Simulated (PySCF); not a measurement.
## How exact exchange moves a shielding

Molecule: SMILES C[O][AlH-]1[Cl+][AlH2-][Cl+]1, CH$_{6}$Al$_{2}$Cl$_{2}$O.

Atoms are numbered as in `[CH3:1][O:2][AlH-:3]1[Cl+:4][AlH2-:5][Cl+:6]1`. Each H is labelled by its parent atom. Ha(Al5) is cis to O2 on the ring; Hb(Al5) is trans to O2 on the ring.

GIAO shieldings (ppm, equivalent atoms averaged) in PySCF on the PBE0-D3(BJ)/def2-SVP geometry, basis pcSseg-1, gas phase, non-relativistic:

```tsv
functional	exact exchange (%)	σ(C1)	σ(O2)	σ(Al5)	σ(Al3)
BLYP	0	120.2	275.6	397.2	462.2
BP86	0	124.6	280.6	399.1	464.8
PBE	0	125.3	278.5	398.8	464.8
PBE0	25	131.5	301.0	415.1	475.9
mPW1PW91	25	130.5	300.9	415.8	476.3
BHandHLYP	50	132.8	315.0	427.9	483.9
HF	100	143.2	340.0	462.5	510.0
```

Task: Fit each shielding as a line in the percentage of exact exchange.

Result: σ(C1) = 124.2 + 0.19 x (rms 2.0 ppm); σ(O2) = 280.9 + 0.63 x (rms 3.6 ppm); σ(Al5) = 398.5 + 0.63 x (rms 1.2 ppm); σ(Al3) = 463.9 + 0.45 x (rms 1.4 ppm). The functionals also differ in their semilocal parts, which the line can't hold; Hartree–Fock has no correlation at all.

Task: What does the line predict for B3LYP (20 %), and what does the run give?

Result: σ(C1): 128.0 predicted, 125.7 computed; σ(O2): 293.5 predicted, 294.2 computed; σ(Al5): 411.1 predicted, 409.3 computed; σ(Al3): 472.9 predicted, 470.5 computed ppm.
